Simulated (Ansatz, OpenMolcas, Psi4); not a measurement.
# How methods differ on AsF3 (arsenic trifluoride)

The species is AsF3 (4 atoms), meant as a singlet with charge 0. As SMILES, `F[As](F)F`. The coordinates come from a PBE0-D4/def2-TZVP relaxation.

Quantity: the vertical energy of the triplet above the singlet, in eV. The values are calculated.

```csv
level,kind,program,value (eV),less CCSD(T)/cc-pVDZ
HF/cc-pVDZ,Hartree–Fock,OpenMolcas,5.96,-0.38
revPBE/cc-pVDZ,GGA,Ansatz,5.97,-0.37
B3LYP/cc-pVDZ,global hybrid,OpenMolcas,6.26,-0.08
r2SCAN0/cc-pVDZ,hybrid meta-GGA,Ansatz,6.10,-0.24
CAM-B3LYP/cc-pVDZ,range-separated hybrid,Ansatz,6.32,-0.02
PBE-QIDH/cc-pVDZ,double hybrid,Ansatz,6.24,-0.10
RPA@PBE/cc-pVDZ,RPA,Ansatz,6.10,-0.24
MP2/cc-pVDZ,perturbation theory,Psi4,6.34,0.00
"CCSD(T)/cc-pVDZ, open shells restricted",coupled cluster or CI,OpenMolcas,6.34,0.00
FCI/STO-3G,exact in the basis,Ansatz,7.13,+0.79
```

Differences are taken from CCSD(T)/cc-pVDZ, open shells restricted for orientation; it has basis-set and higher-order errors of its own. All-electron rows without a relativistic Hamiltonian named are non-relativistic. The values span 5.96 to 7.13 eV. A triplet this far above the singlet is often a Rydberg-like or dissociative state; sets without diffuse functions put Rydberg states too high. High-level rows in very small sets aren't better than simpler rows in larger ones. In the correlated wave-function rows the outer d shell of As is correlated, in sets not made for it.
